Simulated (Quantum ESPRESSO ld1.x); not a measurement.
These are the eigenvalues of the occupied orbitals of an atom or ion with whole-number occupations (hartree). Calculated with ld1.x of Quantum ESPRESSO 7.5: non-relativistic Kohn-Sham, LDA (Slater exchange, VWN5 correlation), spin-polarised, spherical densities, point nucleus.

orbital  eigenvalue
1s up      -130.849
1s down    -130.811
2s up      -15.1741
2s down    -15.1341
2p up      -12.6366
2p down    -12.5876
3s up      -3.33571
3s down    -3.16261
3p up      -2.69148

Which element is it, and in what charge state? The configuration may be excited. Open shells, if any, are filled with parallel spins first.

Answer. Z = 19, potassium, charge +4: K4+ in [Ne] 3s2 3p3. The list shows which subshells hold electrons but not how many an open one holds; the 1s level, -130.85 hartree, gives Z - s = 16.2 by -(Z - s)^2/2, which with screening narrows Z to a few neighbours, and the depths of the outer levels then fix element, charge and occupations together.
